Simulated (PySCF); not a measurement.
PySCF input for H3N, SMILES [NH3+], charge +1, multiplicity 2, TDA-PBE/def2-TZVPD. Coordinates come from a PBE0-D3(BJ)/def2-TZVPD optimisation.

```python
import numpy as np
from pyscf import gto, scf, dft, tdscf

mol = gto.M(
    atom='''
    N     0.00000000    0.00000000    0.00000000
    H     1.02413102    0.00000000    0.00000000
    H    -0.51206551    0.88692348    0.00000000
    H    -0.51206551   -0.88692348    0.00000000
    ''',
    basis='def2-TZVPD',
    charge=1,
    spin=1,
    max_memory=1600,
    verbose=4,
)
mf = dft.UKS(mol, xc='pbe').density_fit(auxbasis='def2-universal-jkfit')
mf.grids.level = 3
mf.conv_tol = 1e-9
mf.max_cycle = 100
mf.kernel()
fine, coarse = mf.grids, dft.Grids(mol).set(level=1).build(with_non0tab=True)
for _ in range(3):  # follow internal instabilities
    mf.grids = coarse
    mo, _, stable, _ = mf.stability(return_status=True, nroots=4)
    mf.grids = fine
    if stable:
        break
    mf.kernel(mf.make_rdm1(mo, mf.mo_occ))
mf.grids = dft.Grids(mol).set(level=1).build(with_non0tab=True)  # coarser grid for the response kernel
td = tdscf.TDA(mf)
td.nstates = 10
td.conv_tol = 1e-4
td.positive_eig_threshold = 1e-6
td.kernel(x0=td.get_init_guess(mf, 15))
td.analyze()
```

Output:

```
PySCF version 2.14.0

[INPUT] verbose = 4
[INPUT] num. atoms = 4
[INPUT] num. electrons = 9
[INPUT] charge = 1
[INPUT] spin (= nelec alpha-beta = 2S) = 1
[INPUT] symmetry False subgroup None
[INPUT] Mole.unit = angstrom
[INPUT] Symbol           X                Y                Z      unit          X                Y                Z       unit  Magmom
[INPUT]  1 N      0.000000000000   0.000000000000   0.000000000000 AA    0.000000000000   0.000000000000   0.000000000000 Bohr   0.0
[INPUT]  2 H      1.024131020000   0.000000000000   0.000000000000 AA    1.935327143471   0.000000000000   0.000000000000 Bohr   0.0
[INPUT]  3 H     -0.512065510000   0.886923480000   0.000000000000 AA   -0.967663571736   1.676042470646   0.000000000000 Bohr   0.0
[INPUT]  4 H     -0.512065510000  -0.886923480000   0.000000000000 AA   -0.967663571736  -1.676042470646   0.000000000000 Bohr   0.0

nuclear repulsion = 11.7458440480396
number of shells = 28
number of NR pGTOs = 85
number of NR cGTOs = 64
basis = def2-TZVPD
ecp = {}


[settings echo left out]
init E= -56.3823966461844
  alpha nocc = 5  HOMO = -0.286822149078983  LUMO = -0.0292204904418263
  beta  nocc = 4  HOMO = -0.49613006050469  LUMO = -0.286822149078979

WARN: HOMO -0.286822149078983 >= LUMO -0.286822149078979

cycle= 1 E= -56.1239939010431  delta_E= 0.258  |g|= 0.136  |ddm|= 0.833
  alpha nocc = 5  HOMO = -0.706317420246542  LUMO = -0.269872751652557
  beta  nocc = 4  HOMO = -0.848447616240664  LUMO = -0.591812673802352
  HOMO = -0.706317420247  LUMO = -0.591812673802  gap/eV = 3.11583
cycle= 2 E= -56.1274468097743  delta_E= -0.00345  |g|= 0.145  |ddm|= 0.157
  alpha nocc = 5  HOMO = -0.658883015692204  LUMO = -0.255325032643476
  beta  nocc = 4  HOMO = -0.808574452996587  LUMO = -0.541242528141439
  HOMO = -0.658883015692  LUMO = -0.541242528141  gap/eV = 3.20116
cycle= 3 E= -56.135766479574  delta_E= -0.00832  |g|= 0.0196  |ddm|= 0.0716
  alpha nocc = 5  HOMO = -0.659797793666833  LUMO = -0.252389266609754
  beta  nocc = 4  HOMO = -0.805002650451313  LUMO = -0.534942604259477
  HOMO = -0.659797793667  LUMO = -0.534942604259  gap/eV = 3.39748
cycle= 4 E= -56.1359215990805  delta_E= -0.000155  |g|= 0.00217  |ddm|= 0.0115
  alpha nocc = 5  HOMO = -0.661040151314555  LUMO = -0.253054178163364
  beta  nocc = 4  HOMO = -0.80617785460474  LUMO = -0.535332322319913
  HOMO = -0.661040151315  LUMO = -0.53533232232  gap/eV = 3.42068
cycle= 5 E= -56.135925049459  delta_E= -3.45e-06  |g|= 0.000342  |ddm|= 0.0022
  alpha nocc = 5  HOMO = -0.661063379797458  LUMO = -0.253068944407225
  beta  nocc = 4  HOMO = -0.806103922755708  LUMO = -0.535241893547362
  HOMO = -0.661063379797  LUMO = -0.535241893547  gap/eV = 3.42378
cycle= 6 E= -56.1359251871427  delta_E= -1.38e-07  |g|= 4.49e-05  |ddm|= 0.000461
  alpha nocc = 5  HOMO = -0.661054444072864  LUMO = -0.253071449076398
  beta  nocc = 4  HOMO = -0.806097831811998  LUMO = -0.53523026139101
  HOMO = -0.661054444073  LUMO = -0.535230261391  gap/eV = 3.42385
cycle= 7 E= -56.1359251891933  delta_E= -2.05e-09  |g|= 1.4e-06  |ddm|= 5.87e-05
  alpha nocc = 5  HOMO = -0.661054869783513  LUMO = -0.253071495151467
  beta  nocc = 4  HOMO = -0.806097717065194  LUMO = -0.535230264241186
  HOMO = -0.661054869784  LUMO = -0.535230264241  gap/eV = 3.42386
cycle= 8 E= -56.1359251891944  delta_E= -1.14e-12  |g|= 1.94e-07  |ddm|= 1.41e-06
  alpha nocc = 5  HOMO = -0.661054759743955  LUMO = -0.253071494377298
  beta  nocc = 4  HOMO = -0.806097657341465  LUMO = -0.535230153099839
  HOMO = -0.661054759744  LUMO = -0.5352301531  gap/eV = 3.42386
Extra cycle  E= -56.1359251891943  delta_E= 1.28e-13  |g|= 2.38e-07  |ddm|= 2.19e-07
converged SCF energy = -56.1359251891943  <S^2> = 0.75341871  2S+1 = 2.0034158
tot grids = 12536
uhf_internal: lowest eigs of H = [0.47872088 0.47873176 0.76626907 0.94451079]
<class 'pyscf.df.df_jk.DFUKS'> wavefunction is stable in the internal stability analysis
tot grids = 12536
Overwritten attributes  positive_eig_threshold  of <class 'pyscf.tdscf.uks.TDA'>


******** <class 'pyscf.tdscf.uks.TDA'> for <class 'pyscf.df.df_jk.DFUKS'> ********
nstates = 10
deg_eia_thresh = 1.000e-03
wfnsym = None
conv_tol = 0.0001
eigh lindep = 1e-12
eigh level_shift = 0
eigh max_cycle = 100


Excitation energies (eV)
[ 7.01524938  7.01531884 10.69932293 12.95282586 12.95283437 14.37824869
 14.37827885 14.89513254 14.89513589 14.94534883]

** Excitation energies and oscillator strengths **
Excited State   1:      7.01525 eV    176.74 nm  f=0.0000
       4b ->    5b      0.99784
Excited State   2:      7.01532 eV    176.73 nm  f=0.0000
       3b ->    5b      0.99784
Excited State   3:     10.69932 eV    115.88 nm  f=0.0156
       5a ->    6a     -0.98914
       2b ->    5b     -0.14321
Excited State   4:     12.95283 eV     95.72 nm  f=0.0000
       5a ->    8a      0.99808
Excited State   5:     12.95283 eV     95.72 nm  f=0.0000
       5a ->    7a     -0.99808
Excited State   6:     14.37825 eV     86.23 nm  f=0.0003
       4a ->    6a     -0.67455
       4b ->    6b      0.70891
Excited State   7:     14.37828 eV     86.23 nm  f=0.0003
       3a ->    6a      0.67455
       3b ->    6b     -0.70892
Excited State   8:     14.89513 eV     83.24 nm  f=0.0000
       5a ->   10a      0.99979
Excited State   9:     14.89514 eV     83.24 nm  f=0.0000
       5a ->    9a     -0.99979
Excited State  10:     14.94535 eV     82.96 nm  f=0.0369
       5a ->   12a      0.89968
       2b ->    5b     -0.43088

** Transition electric dipole moments (AU) **
state          X           Y           Z        Dip. S.      Osc.
  1        -0.0000      0.0000     -0.0000      0.0000      0.0000
  2        -0.0000     -0.0000      0.0000      0.0000      0.0000
  3         0.0000      0.0000     -0.2442      0.0597      0.0156
  4        -0.0000     -0.0000      0.0000      0.0000      0.0000
  5         0.0000      0.0000     -0.0000      0.0000      0.0000
  6         0.0000      0.0270     -0.0000      0.0007      0.0003
  7        -0.0270      0.0000     -0.0000      0.0007      0.0003
  8        -0.0000      0.0000      0.0002      0.0000      0.0000
  9         0.0000     -0.0000     -0.0000      0.0000      0.0000
 10        -0.0000      0.0000      0.3173      0.1007      0.0369

** Transition velocity dipole moments (imaginary part, AU) **
state          X           Y           Z        Dip. S.      Osc.
  1         0.0000      0.0000      0.0000      0.0000      0.0000
  2        -0.0000     -0.0000     -0.0000      0.0000      0.0000
  3         0.0000     -0.0000     -0.1409      0.0199      0.0337
  4        -0.0000     -0.0000      0.0000      0.0000      0.0000
  5         0.0000      0.0000     -0.0000      0.0000      0.0000
  6         0.0000      0.0202      0.0000      0.0004      0.0005
  7        -0.0202      0.0000     -0.0000      0.0004      0.0005
  8        -0.0000      0.0000      0.0001      0.0000      0.0000
  9         0.0000     -0.0000     -0.0000      0.0000      0.0000
 10        -0.0000      0.0000      0.1701      0.0289      0.0351

** Transition magnetic dipole moments (imaginary part, AU) **
state          X           Y           Z
  1        -0.9756      0.0000      0.0000
  2         0.0000      0.9756     -0.0000
  3         0.0000     -0.0000     -0.0000
  4        -0.0000      0.1268     -0.0000
  5        -0.1268     -0.0000      0.0000
  6         0.0000     -0.0000      0.0000
  7        -0.0000      0.0000      0.0000
  8        -0.0000      0.1007      0.0000
  9        -0.1007     -0.0000     -0.0000
 10         0.0000     -0.0000      0.0000
```

The run converged.

Cost: about 7 core-seconds (a rough figure).
